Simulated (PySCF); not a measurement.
Start geometry of [Te5]2- from GFN2-xTB (Å):
```
atom  x, y, z in Å
Te1    2.667   -2.823    1.506
Te2    0.878   -0.675    1.865
Te3    0.808    0.543   -0.575
Te4   -1.577    0.172   -1.394
Te5   -2.701    2.672   -1.464
```

Task: What comes out of this run: PBE0-D3(BJ)/def2-SVP geometry optimisation, gas phase, def2 core potentials past Kr in PySCF?

Result: 
```
atom  x, y, z in Å
Te1    2.467   -3.065    1.715
Te2    1.258   -0.630    1.900
Te3    0.977    0.597   -0.586
Te4   -1.559    0.371   -1.726
Te5   -3.068    2.616   -1.365
```

The energy falls by 0.390 eV over 8 energy and gradient evaluations, the largest force component goes from 0.0438 to 3.1e-04 Eh/bohr, and the atoms move by 0.351 Å rms after alignment. The bond that changes most is Te3–Te4 (both ends tellurium bonded to 2 Te), which lengthens by 0.241 Å. Bonds longer at the end by more than 0.005 Å: 2 of 4; shorter: 2. Among the angles that change most is Te2–Te3–Te4, from 104.3° to 114.8°. Among the dihedrals that turn most is Te2–Te3–Te4–Te5, from 114° to 100°. Rotational constants go from 884.6, 93.3, 91.3 to 751.4, 84.1, 82.4 MHz. The orientation of the end geometry is arbitrary; only internal coordinates are fixed.

The run used 130 basis functions and 78 SCF cycles in all. The run took 2.2 min on one thread of an Arm Neoverse V1, no GPU, shared host with 32 logical CPUs at a one-minute load of 13, and the process peaked at 0.59 GiB of memory.

Whether it is a minimum is left open (no frequencies). Whether so highly charged an anion holds all its electrons in the gas phase wasn't checked; a finite basis holds them in any case. No counter-ion or solvent screens the charge of this multiply charged ion. The geometry's basis has no diffuse functions, a weakness for an anion.

One conformer stands for the species.
